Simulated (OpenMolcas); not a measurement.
**OpenMolcas run: Kr**

Input:

```
&GATEWAY
Coord
1

Kr 0.0 0.0 0.0
Basis=ANO-R3
Group=XYZ
NoMove
AngMom=0.0 0.0 0.0
AMFI
&SEWARD
&RASSCF
FileOrb=start.orb
Symmetry=1
Spin=1
nActEl=6 0 1
Inactive=9 6
Ras2=0 3
Ras3=6 0
CIRoot=1 1 1
SDav=1
CIMx=300
Iter=120 100
PrWF=0.3
OrbListing=Nothing
MaxOrb=0
Thrs=2.0e-7 1.0e-1 5.0e-4
Atom
>>> COPY $Project.JobIph JOB001
&RASSCF
FileOrb=start.orb
Symmetry=2
Spin=3
nActEl=6 0 1
Inactive=9 6
Ras2=0 3
Ras3=6 0
CIRoot=3 3 1
SDav=18
CIMx=300
Iter=120 100
PrWF=0.3
OrbListing=Nothing
MaxOrb=0
Thrs=2.0e-7 1.0e-1 5.0e-4
Atom
>>> COPY $Project.JobIph JOB002
&RASSCF
FileOrb=start.orb
Symmetry=2
Spin=1
nActEl=6 0 1
Inactive=9 6
Ras2=0 3
Ras3=6 0
CIRoot=3 3 1
SDav=18
CIMx=300
Iter=120 100
PrWF=0.3
OrbListing=Nothing
MaxOrb=0
Thrs=2.0e-7 1.0e-1 5.0e-4
Atom
>>> COPY $Project.JobIph JOB003
&RASSI
NrOfJobIphs=3 1 3 3
1
1 2 3
1 2 3
IphNames
JOB001
JOB002
JOB003
EJob
SpinOrbit
DIPRint=1.0
SOCoupling=1000.0
Subsets=2
MEES
Property=10
'ANGMOM' 1 'ANGMOM' 2 'ANGMOM' 3 'MLTPL  1' 1 'MLTPL  1' 2 'MLTPL  1' 3
'AMFI' 1 'AMFI' 2 'AMFI' 3 'MLTPL  2' 6
SOProperty=3
'ANGMOM' 1 'ANGMOM' 2 'ANGMOM' 3
```

A driver script runs the steps one by one and writes start.orb anew before each from the orbitals found so far.

Output, cut to the results:

```
--- SEWARD ---
Basis set label: KR.ANO-R...7S6P5D4F2G1H.

      Electronic valence basis set:
      ------------------
      Associated Effective Charge  36.000000 au
      Associated Actual Charge     36.000000 au
      Nuclear Model: Finite nucleus - Gaussian distribution
        Gaussian exponent, Xi/bohr**(-2):  2.34612E+08

      Shell  nPrim  nBasis  Cartesian Spherical Contaminant
         s      21       7        X
         p      15       6        X
         d       9       5                 X
         f       6       4                 X
         g       4       2                 X
         h       2       1                 X
                  Relativistic X2C integrals
                  Atomic mean-field integrals
--- RASSCF ---
Wave function specifications:
      -----------------------------

      Number of closed shell electrons          30
      Number of electrons in active shells       6
      Max number of holes in RAS1 space          0
      Max nr of electrons in RAS3 space          1
      Number of inactive orbitals               15
      Number of active orbitals                  9
      Number of secondary orbitals              83
      Spin quantum number                      0.0
      State symmetry                             1
Orbital specifications:
      -----------------------

      Symmetry species                           1   2
                                                ag  au
      Frozen orbitals                            0   0
      Inactive orbitals                          9   6
      Active orbitals                            6   3
      RAS1 orbitals                              0   0
      RAS2 orbitals                              0   3
      RAS3 orbitals                              6   0
      Secondary orbitals                        35  48
      Deleted orbitals                           0   0
      Number of basis functions                 50  57
      Number of CSFs                             1
      Number of root(s) required                 1
      Iter CI   SX   CI       RASSCF       Energy    max ROT     max BLB   max BLB  Level Ln srch  Step   QN
          iter iter root      energy       change     param      element    value   shift minimum  type update
 Nr of preliminary CI iterations:   1
 ###############################################################################
 ###############################################################################
 ###                                                                         ###
 ###                                                                         ###
 ###    WARNING: Problems in orbital optimization.                           ###
 ###                                                                         ###
 ###                                                                         ###
 ###############################################################################
 ###############################################################################
  Warning: In symmetry  1, orbital p=  10 has diagonal density matrix element D(p,p) close to zero. D(p,p)=  0.000000E+00
  Warning: In symmetry  1, orbital p=  11 has diagonal density matrix element D(p,p) close to zero. D(p,p)=  0.000000E+00
        ...
  Warning: In symmetry  2, orbital p=   7 has diagonal density matrix element D(p,p) close to two. (2 - D(p,p))=  0.000000E+00
  Warning: In symmetry  2, orbital p=   8 has diagonal density matrix element D(p,p) close to two. (2 - D(p,p))=  0.000000E+00
  Warning: In symmetry  2, orbital p=   9 has diagonal density matrix element D(p,p) close to two. (2 - D(p,p))=  0.000000E+00
        4   1    2    1  -788.27009581   -1.36E-12  -5.94E-08    7  16 2  3.73E-07   0.50   0.00    SX    NO
      Convergence after  4 iterations
        5   1    2    1  -788.27009581    1.82E-12  -5.94E-08    7  13 2  2.33E-07   0.50   0.00    SX    NO
      Natural orbitals and occupation numbers for root  1
      sym 1:   0.000000   0.000000   0.000000   0.000000   0.000000   0.000000
      sym 2:   2.000000   2.000000   2.000000
::    RASSCF root number  1 Total energy:  -2788.27009581
--- RASSCF ---
Wave function specifications:
      -----------------------------

      Number of closed shell electrons          30
      Number of electrons in active shells       6
      Max number of holes in RAS1 space          0
      Max nr of electrons in RAS3 space          1
      Number of inactive orbitals               15
...
--- RASSI ---
SPIN-FREE ENERGIES:
  (Shifted by EMIN (a.u.) =      -2788.2700958128)

 SF State       Relative EMIN(au)   Rel lowest level(eV)    D:o, cm**(-1)      L_eff

     1             0.0000000000        0.0000000000              0.0000         0.0
     2             0.3822626017       10.4018953019          83896.9436         1.0
     3             0.3822626017       10.4018953019          83896.9436         1.0
     4             0.3822626017       10.4018953019          83896.9436         1.0
     5             0.3964702060       10.7885039110          87015.1523         1.0
     6             0.3964702060       10.7885039110          87015.1523         1.0
     7             0.3964702060       10.7885039110          87015.1523         1.0
     Dipole printing threshold changed to   1.00000000E+00

++ Dipole transition strengths (spin-free states):
   -----------------------------------------------
     for osc. strength at least  1.00000000E+00

  ( Max oscillator strength is only   0.19054525616714751      )
--
Eigenvalues of complex Hamiltonian:
   -----------------------------------
  (Shifted by EMIN (a.u.) =      -2788.2700958128)

 SO State       Relative EMIN(au)   Rel lowest level(eV)    D:o, cm**(-1)     J-value

     1             0.0000000000        0.0000000000              0.0000         0.0
     2             0.3748679168       10.2006756750          82273.9978         1.3
     3             0.3748679168       10.2006756750          82273.9978         1.8
     4             0.3748679168       10.2006756750          82273.9978         1.5
     5             0.3748679168       10.2006756750          82273.9978         1.5
     6             0.3748679168       10.2006756750          82273.9978         1.7
     7             0.3820296678       10.3955568482          83845.8205         0.9
     8             0.3820296678       10.3955568482          83845.8205         0.7
...
```

The J values that RASSI prints are effective ones from its own formula and need not be integers or half-integers; the table below assigns J from the states.

Levels above the lowest, from the spin-orbit matrix, grouped by J:

| Configuration | Term | J | E (cm⁻¹) | Measured (cm⁻¹) | g | Term weight % |
| --- | --- | --- | --- | --- | --- | --- |
| 4s² 4p⁶ | ¹S | 0 | 0.0 | 0.0 |  | 100 |
| 4s² 4p⁵ 5s | ³P° | 2 | 82274 | 79972 | 1.501 | 100 |
| 4s² 4p⁵ 5s | ³P° | 1 | 83846 | 80917 | 1.328 | 65 |
| 4s² 4p⁵ 5s | ³P° | 0 | 87143 | 85192 |  | 100 |
| 4s² 4p⁵ 5s | ¹P° | 1 | 88689 | 85847 | 1.173 | 65 |

Against the 4 measured excited levels shown (NIST Handbook of Basic Atomic Spectroscopic Data) the mean absolute deviation is 2500 cm-1; the largest miss in energy is 4s² 4p⁵ 5s ³P°₁ [65 %]: computed 83846, measured 80917 cm⁻¹ (+3.6 %).

Without dynamic correlation excited terms often stand tens of per cent too high (terms of higher spin than the ground term too low), and those without a measured partner can miss by more than the paired ones. ANO sets are built for valence states and can reach diffuse excited orbitals poorly. No level of 4s² 4p⁵ 4d was computed, though it lies in the active space. Computed and measured levels are paired by configuration, term and J; levels that our copy of the source lacks, or whose pairing is in doubt (as where it misses far off the trend of its configuration), stay unpaired and out of the deviations. Where the source uses jj or jK labels, the order within each J decides. Only configurations of the active space appear. The first state left out of the spin-orbit step lies near 140000 cm-1 above the lowest spin-free state of the reference (among the parities and spins computed), and the list stops at four fifths of that energy or lower.

The term weight is that of the spin-free term in the level, not the purity of its configuration. A share in square brackets marks a mixed level and gives the weight of the term that names it. ° marks odd parity.
